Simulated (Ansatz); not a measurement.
Input file for Ansatz (a program for electronic structure): R-CCSD(T)/cc-pVTZ on CH5GeNO (SMILES C[O][Ge][NH2]), a point of a torsion scan. The run froze 17 orbitals, filled d shells among them.

Ansatz 0.2 input:
```yaml
crystal:
  periodic: [false, false, false]
  atoms:
    - {symbol: C, position_ang: [-1.73525870, -0.08113070, 0.27983602]}
    - {symbol: O, position_ang: [-0.37579930, 0.18472487, 0.08125620]}
    - {symbol: Ge, position_ang: [1.09173135, -0.04535809, 1.12066932]}
    - {symbol: N, position_ang: [2.16850726, -0.28465154, -0.31393402]}
    - {symbol: H, position_ang: [-2.31889958, 0.78008801, -0.05962398]}
    - {symbol: H, position_ang: [-1.97933131, -0.27418269, 1.32917872]}
    - {symbol: H, position_ang: [-2.02866906, -0.95455012, -0.30996597]}
    - {symbol: H, position_ang: [3.17569205, -0.32009226, -0.30303026]}
    - {symbol: H, position_ang: [1.82642722, -0.26122586, -1.26319332]}
basis:
  gaussian:
    orbitals: cc-pVTZ
magnetization: {spin_polarized: false}
correlation: {method: ccsd_t, electrons: outside_noble_gas}
scf: {lower_state_search: off}
```

Program output:

```
WARN ansatz: RAYON_NUM_THREADS=1 ignored (pool sized by the plan → 1); use --threads N
Functional definition: HF
these checks for a lower state are left out or cut short: stability, starts, cluster_reference, orbital_swaps, neighbouring_geometries, increment
integrals: 0.84 GiB planned
1202 factors; integrals over basis functions are off by at most 1.1e-3 eV
mean field: 0.65 GiB planned
mean field evaluation 1: about -61100.7948 eV, gradient 4.7e1 eV
mean field evaluation 2: about -61100.9102 eV, gradient 4.7e1 eV
mean field evaluation 4: about -61105.4941 eV, gradient 4.0e0 eV
mean field evaluation 8: about -61105.5585 eV, gradient 3.8e-1 eV
mean field -61105.55916598 eV, -2245.5878805143 hartree, gradient 2.9e-6 eV, S^2 0.000000; 0 other end points of the search recorded, 0 dependent functions left out
17 core orbitals not correlated
reference -61105.55916598 eV, -2245.5878805143 hartree; 12, 12 occupied and 174, 174 virtual orbitals, 1202 factors
second order -19.83728164 eV of doubles, -0.00000000 eV of singles
coupled cluster: 1.10 GiB planned
cycle   1  -19.94013249 eV  change   -1.0e-1 eV  update   1.1e-1
cycle   2  -20.44173447 eV  change   -5.0e-1 eV  update   3.6e-2
cycle   3  -20.58581095 eV  change   -1.4e-1 eV  update   2.1e-2
cycle   4  -20.57209176 eV  change    1.4e-2 eV  update   6.1e-3
cycle   5  -20.56764788 eV  change    4.4e-3 eV  update   3.2e-3
cycle   6  -20.56910344 eV  change   -1.5e-3 eV  update   1.2e-3
cycle   7  -20.56855405 eV  change    5.5e-4 eV  update   4.1e-4
cycle   8  -20.56843199 eV  change    1.2e-4 eV  update   1.2e-4
cycle   9  -20.56849267 eV  change   -6.1e-5 eV  update   4.3e-5
cycle  10  -20.56848739 eV  change    5.3e-6 eV  update   1.8e-5
perturbative correction -0.82494336 eV, -0.0303161094 hartree
Total energy: -61126.95259673 eV, -2246.3740745934 hartree
Checks for a lower state left out: stability, starts, cluster_reference, orbital_swaps, neighbouring_geometries, increment
```

The run converged.

Cost: very roughly 4 core-minutes.
